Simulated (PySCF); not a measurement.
C₄H₄Cl₂, SMILES C(Cl)(Cl)CC#C. Geometry optimised at PBE-D3(BJ)/def2-SVP. The values are those of a single conformer.

**Question.** Give the equilibrium geometry at PBE-D3(BJ)/def2-SVP (PySCF confirms it by a frequency run) as bond lengths and angles. (The exact figures need the calculation; the answer reports its results.)

**Answer.** Several could match; the one computed here: 
Atoms: C1 C2 C3 C4 Cl5 Cl6 H7 H8 H9 H10. Bond lengths (Å): C1–C2 1.222, C1–H7 1.081, C2–C3 1.459, C3–C4 1.535, C3–H8 1.112, C3–H9 1.111, C4–Cl5 1.799, C4–Cl6 1.793, C4–H10 1.105. Angles (°): C2–C1–H7 179.5, C1–C2–C3 179.0, C2–C3–C4 113.2, C2–C3–H8 110.2, C2–C3–H9 111.0, C4–C3–H8 107.3, C4–C3–H9 108.1, H8–C3–H9 106.7, C3–C4–Cl5 109.4, C3–C4–Cl6 111.2, C3–C4–H10 111.7, Cl5–C4–Cl6 111.1, Cl5–C4–H10 106.7, Cl6–C4–H10 106.6.
Charge 0, spin multiplicity 1.
